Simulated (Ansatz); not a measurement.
System: sum formula BN₂H₃F (charge 0, doublet). It need not be the lowest isomer of its formula. SMILES: [NH]B(N)F
Geometry from a B3LYP-D3(BJ)/def2-TZVP (Ansatz, an electronic-structure program) optimisation:
```xyz
7

B      0.0380    -0.0045     0.0110
F      0.2720     1.2902    -0.2956
N      1.1354    -0.8693     0.4042
N     -1.2793    -0.4769     0.0053
H      1.9367    -0.8287    -0.2275
H     -2.0537     0.0761    -0.3202
H     -1.5135    -1.4128     0.2865
```
Charge 0, spin multiplicity 2.

Wanted: atomisation energy (electronic, to ground-state atoms), in kcal/mol. Valence correlation only, unless marked. Open shells are spin-unrestricted. Spin-orbit coupling is left out. No relativistic terms. The coupled-cluster limit lacks core correlation, which all-electron functionals hold. CBS(X,Y): correlation extrapolated as X^-3; Hartree-Fock from the larger set.

| level | program | atomisation energy (kcal/mol) |
|---|---|---|
| HF/STO-3G | Ansatz | 465.0 |
| r2SCAN-D4/def2-TZVPD | Ansatz + dftd4 | 645.1 |

### Question
Predict the CCSD(T)/CBS(cc-pVTZ,cc-pVQZ) result (Ansatz).

### Answer
639.1 kcal/mol, so r2SCAN-D4/def2-TZVPD differs from it by 6.0 kcal/mol.
